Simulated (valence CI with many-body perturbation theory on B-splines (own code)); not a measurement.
**Tb XXVII: fill in the table**

Level of theory: configuration interaction combined with many-body perturbation theory (CI+MBPT): three valence electrons over a frozen Dirac-Fock core [Kr], radial functions for each j: 7 s, 7 p, 8 d, 6 f, 4 g, 1 h, with the one-electron correlation potential Σ1 (screened to all orders), the two-electron term Σ2, the three-electron term Σ3, Breit, model QED; selected single and double excitations, second order for the rest, scaled by the run's own slope (own B-spline code, finite nucleus).

No measured spectrum was set against this ion. As an estimate, large intervals hold to a few tenths of a per cent, small ones and those within an open d or f shell to about a per cent. The list stops below the first excitations out of the core.

| Level | E (eV) |
| --- | --- |
| (4d3/2^3) J=3/2 | 0.000 |
| (4d3/2^2 4d5/2) J=5/2 [a] | 6.258 |
| (4d3/2^2 4d5/2) J=3/2 | 8.536 |
| (4d3/2^2 4d5/2) J=7/2 | 8.957 |
| (4d3/2^2 4d5/2) J=9/2 | ? |
| (4d3/2^2 4d5/2) J=1/2 | 9.896 |
| (4d3/2^2 4d5/2) J=5/2 [b] | 14.994 |
| (4d3/2 4d5/2^2) J=7/2 [a] | ? |
| (4d3/2 4d5/2^2) J=9/2 | ? |
| (4d3/2 4d5/2^2) J=3/2 [a] | 18.181 |
| (4d3/2 4d5/2^2) J=1/2 | 18.988 |
| (4d3/2 4d5/2^2) J=11/2 | ? |
| (4d3/2 4d5/2^2) J=5/2 [a] | 20.489 |
| (4d3/2 4d5/2^2) J=5/2 [b] | ? |
| (4d3/2 4d5/2^2) J=7/2 [b] | 22.534 |
| (4d5/2^3) J=9/2 | 25.685 |
| (4d3/2 4d5/2^2) J=3/2 [b] | 26.299 |
| (4d5/2^3) J=3/2 | 31.221 |
| (4d5/2^3) J=5/2 | ? |

Levels are named by their leading jj configuration (3d3/2^4 stands for four electrons in 3d with j = 3/2), which in mixed levels can hold well under half, so a name can repeat and another be missing. Letters in brackets count levels of one name in rising energy.

Task: The levels stand in rising order. What does the calculation give for the missing energies?

Result: (4d3/2^2 4d5/2) J=9/2 9.621; (4d3/2 4d5/2^2) J=7/2 [a] 15.694; (4d3/2 4d5/2^2) J=9/2 16.656; (4d3/2 4d5/2^2) J=11/2 19.742; (4d3/2 4d5/2^2) J=5/2 [b] 21.628; (4d5/2^3) J=5/2 33.524.
